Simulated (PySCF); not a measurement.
## Deuteron quadrupole couplings in `CCc1cc([SiH3])cp1C`

C7H13PSi.
Cartesian coordinates in Å at the GFN2-xTB level; atoms count from 1:
```xyz
22
C7H13PSi angstrom
C     -1.6772    2.5679   -0.3090
C     -1.3513    1.5270    0.7614
C     -0.4130    0.4977    0.2234
C      0.9014    0.3898    0.4870
C      1.5874   -0.6844   -0.2017
Si     3.4254   -1.0008    0.0322
C      0.7593   -1.3991   -0.9942
P     -0.8922   -0.6766   -1.0850
C     -1.8700   -1.8976   -0.0800
H     -0.7711    3.0828   -0.6207
H     -2.1114    2.0810   -1.1808
H     -2.3835    3.3016    0.0729
H     -2.2791    1.0478    1.0881
H     -0.8985    2.0149    1.6284
H      1.4275    1.0230    1.1865
H      4.1867   -0.0219   -0.7496
H      3.7435   -2.3575   -0.4141
H      3.7485   -0.8459    1.4537
H      1.0622   -2.2303   -1.6096
H     -1.3451   -2.1469    0.8397
H     -2.0205   -2.7945   -0.6771
H     -2.8394   -1.4586    0.1477
```

Level: PBE0/pcSseg-1 (PySCF, non-relativistic); Q(2H) = 0.00286 b; rigid geometry, the same for H and D, with no vibrational averaging.

Question: Rank these positions by the coupling χzz of a deuteron there, largest first.
A. H12 (methyl hydrogen)
B. H19 (hydrogen on carbon)
C. H15 (hydrogen on carbon)
D. H18 (Si–H hydrogen)
E. H14 (methylene hydrogen)
F. H11 (methyl hydrogen)

Answer: B (227 kHz), C (221 kHz), A (212 kHz), F (208 kHz), E (203 kHz), D (108 kHz).

Q: Give the electric field gradient Vzz (the principal value of largest size), its asymmetry and the 2H coupling at each hydrogen.

A: 
```
atom  bonded to  bond length (Å)  Vzz (au)     η  χzz (kHz)
 H10         C1            1.088    0.3136  0.02        211
 H11         C1            1.089    0.3093  0.03        208
 H12         C1            1.088    0.3162  0.02        212
 H13         C2            1.094    0.3008  0.02        202
 H14         C2            1.093    0.3018  0.02        203
 H15         C4            1.080    0.3291  0.07        221
 H16        Si6            1.466    0.1615  0.01        108
 H17        Si6            1.463    0.1631  0.02        110
 H18        Si6            1.466    0.1609  0.02        108
 H19         C7            1.078    0.3380  0.06        227
 H20         C9            1.088    0.3141  0.00        211
 H21         C9            1.088    0.3165  0.02        213
 H22         C9            1.088    0.3158  0.02        212
```

Q: Average by the element that carries the hydrogen.

A: on C: 212 kHz over 10 positions, mean bond length 1.087 Å; on Si: 109 kHz over 3 positions, mean bond length 1.465 Å.

Q: How does χzz go with the bond length over the 10 C–H bonds?

A: A straight-line fit has a slope of -14.9 kHz for each 0.01 Å, with a correlation coefficient of -0.99, over lengths from 1.078 to 1.094 Å. The longer bonds have the smaller couplings here.

Isolated species at its GFN2-xTB geometry (one conformer only). GFN2-xTB bond lengths can be off by several hundredths of an ångström, more for odd bonds, and the gradients follow them. A larger basis could move these couplings by a tenth or more.

These values come from a run that also computed NMR shieldings. The run took 73 s wall on one thread of an x86-64 server, shared host.
